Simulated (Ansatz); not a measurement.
The cation of `N#CCBr` at the neutral geometry.

```yaml
crystal:
  periodic: [false, false, false]
  atoms:
    - {symbol: N, position_ang: [0.466249, -1.957080, 0.836230]}
    - {symbol: C, position_ang: [0.272941, -0.905042, 0.416290]}
    - {symbol: C, position_ang: [0.051459, 0.425423, -0.099646]}
    - {symbol: Br, position_ang: [-1.556717, 0.505151, -1.181850]}
    - {symbol: H, position_ang: [0.881575, 0.732352, -0.732965]}
    - {symbol: H, position_ang: [-0.073406, 1.135197, 0.715841]}
basis:
  gaussian: {orbitals: def2-TZVPP}
total_charge: 1
magnetization: {spin_polarized: true, initial_magnetization: 1}
hamiltonian: {xc: {name: wB97M-V}}
```

```sh
$ ansatz run in.yaml --threads 4 --pin off --events-out ev --progress --plain
```

It prints (some lines left out):

```
Functional definition: wB97M-V
  name "wB97M-V"
  cite "Mardirossian & Head-Gordon, J. Chem. Phys. 144, 214110 (2016) doi:10.1063/1.4952647"
  cite "Becke, J. Chem. Phys. 107, 8554 (1997) doi:10.1063/1.475007"
  cite "Vydrov & Van Voorhis, J. Chem. Phys. 133, 244103 (2010) doi:10.1063/1.3521275"
  # Of w^i u^j: cxij and so on, Table III.
  parameter omega = 0.3/bohr
  parameter cx = 0.15
  parameter cx01 = 1.007
  parameter cx10 = 0.259
  parameter css00 = 0.443
  parameter css04 = -1.437
  parameter css10 = -4.535
  parameter css20 = -3.390
  parameter css43 = 4.278
  parameter cos00 = 1.000
  parameter cos10 = 1.358
  parameter cos20 = 2.924
  parameter cos21 = -8.812
  parameter cos60 = -1.390
  parameter cos61 = 9.142
  parameter b = 6.0
  parameter c = 0.01
  gx(w, u) = 1 - cx + cx01*u + cx10*w
  gss(w, u) = css00 + css04*u^4 + css10*w + css20*w^2 + css43*w^4*u^3
  gos(w, u) = cos00 + cos10*w + (cos20 + cos21*u)*w^2 + (cos60 + cos61*u)*w^6
  exchange = spin_sum(e_x_unif_sr(omega)*gx(b97_w, b97_u_x)) + cx*exact_x_sr(omega) + exact_x_lr(omega)
  correlation = spin_sum(e_c_pw_mod_same_spin*gss(b97_w, b97_u_same))
      + integral(e_c_pw_mod_opposite_spin*gos(b97_w_opposite, b97_u_opposite)) + vv10(b, c)
1041 factors; their error is unknown
200 factors; integrals over basis functions are off by at most 3.6e-5 eV
mean field evaluation 1: about -73618.9675 eV, gradient 4.1e1 eV
mean field evaluation 2: about -73602.5840 eV, gradient 6.4e1 eV
mean field evaluation 4: about -73626.4791 eV, gradient 7.6e0 eV
mean field evaluation 8: about -73626.8740 eV, gradient 1.6e-1 eV
mean field evaluation 16: about -73627.1224 eV, gradient 2.6e-3 eV
mean field evaluation 32: about -73627.1224 eV, gradient 1.0e-4 eV
mean field -73627.12243362 eV, -2705.7468431795 hartree, gradient 1.1e-6 eV, S^2 0.752980; 4 other end points of the search recorded, 0 dependent functions left out
reference -73627.12247182 eV, -2705.7468445834 hartree; 28, 27 occupied and 141, 142 virtual orbitals, 1041 factors
Total energy: -73627.12247182 eV, -2705.7468445834 hartree
```

Hardware: 4 threads of a server CPU on a shared host. Wall time 57 s, peak host memory 0.9 GiB.
